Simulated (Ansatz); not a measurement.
Total energies of Cu2H3 from Ansatz at PBE0-D4/def2-TZVP, gas phase (1 Eh = 27.2114 eV = 2625.5 kJ/mol). The reference geometry is relaxed at PBE-D4/def2-TZVP.

```xyz
5

Cu   -0.527   -1.078    0.038
Cu    0.719    0.914    0.301
H    -1.566   -1.508   -0.963
H     0.756    2.205   -0.473
H     0.619   -0.532    1.097
```

```csv
state,geometry,energy (Eh)
charge 0 doublet,reference,-3282.28812
charge 1 triplet,reference,-3281.94938
charge 0 quartet,relaxed at PBE-D4/def2-TZVP,-3282.18943
free Cu atom (doublet),–,-1640.24417
free H atom (doublet),–,-0.50104
```

(1) Work out the vertical ionisation energy to the triplet.

(2) Which of the charge 0 states is lowest, and how far above it are the others?

(3) What is the binding energy per atom against free atoms?

(1) E(charge 1 triplet) − E(charge 0 doublet) = -3281.94938 − (-3282.28812) = 0.33874 Eh = 9.22 eV. For comparison, −ε of the highest occupied level of the spin that leaves is 7.23 eV at this level, 1.99 eV less.

(2) The doublet. quartet: -3282.18943 − (-3282.28812) = 0.09869 Eh = 259.1 kJ/mol.

(3) Atoms: 2 × (-1640.24417) + 3 × (-0.50104) = -3281.99146 Eh. Binding: -3281.99146 − (-3282.28812) = 0.29666 Eh = 8.07 eV, or 1.61 eV for each of 5 atoms (no zero-point energy, no counterpoise term).

The structure comes from a short search, and lower isomers may exist.
